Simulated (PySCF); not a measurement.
Sn⁺ (tin, charge +1): UHF calculation

Configuration: [Kr] 4d10 5s2 5d1, 2D determinant (an excited configuration). Calculation: PySCF 2.14, in aug-cc-pVQZ-PP with one added diffuse shell each of s, p, d, f, g type with ECP28MDF (8s8p6d4f3g, 117 functions); a scalar-relativistic core potential.

```
Total energy                                                  : -212.805517 hartree
One-electron energy                                           : -366.9094 hartree
Hartree (Coulomb) energy                                      : 170.8909 hartree
Exchange energy                                               : -16.7870 hartree
⟨S²⟩                                                          : 0.7504
⟨L²⟩                                                          : 6.002
Sum of ⟨r⟩                                                    : 27.88 bohr
Sum of ⟨r²⟩                                                   : 64.87 bohr²
Traceless quadrupole moment −½Σ⟨3z² − r²⟩ along its main axis : 9.12 e·bohr²
```

```json
{"shell": "4s α", "electrons": "1", "mean orbital energy (hartree)": "-6.28842", "spread (hartree)": "0", "rms radius, mean of both spins (bohr)": "0.879"}
{"shell": "4s β", "electrons": "1", "mean orbital energy (hartree)": "-6.28733", "spread (hartree)": "0", "rms radius, mean of both spins (bohr)": "0.879"}
{"shell": "4p α", "electrons": "3", "mean orbital energy (hartree)": "-4.47331", "spread (hartree)": "0.00082", "rms radius, mean of both spins (bohr)": "0.953"}
{"shell": "4p β", "electrons": "3", "mean orbital energy (hartree)": "-4.47200", "spread (hartree)": "0.00272", "rms radius, mean of both spins (bohr)": "0.953"}
{"shell": "4d α", "electrons": "5", "mean orbital energy (hartree)": "-1.73699", "spread (hartree)": "0.00394", "rms radius, mean of both spins (bohr)": "1.17"}
{"shell": "4d β", "electrons": "5", "mean orbital energy (hartree)": "-1.73572", "spread (hartree)": "0.00357", "rms radius, mean of both spins (bohr)": "1.17"}
{"shell": "5s α", "electrons": "1", "mean orbital energy (hartree)": "-0.85471", "spread (hartree)": "0", "rms radius, mean of both spins (bohr)": "2.45"}
{"shell": "5s β", "electrons": "1", "mean orbital energy (hartree)": "-0.84912", "spread (hartree)": "0", "rms radius, mean of both spins (bohr)": "2.45"}
{"shell": "5d α", "electrons": "1", "mean orbital energy (hartree)": "-0.22267", "spread (hartree)": "0", "rms radius, mean of both spins (bohr)": "5.68"}
```

Energies and moments cover only the electrons outside the core potential. The outer electron is Rydberg-like, and this basis confines it to a smaller radius and binds it less than a complete one would.
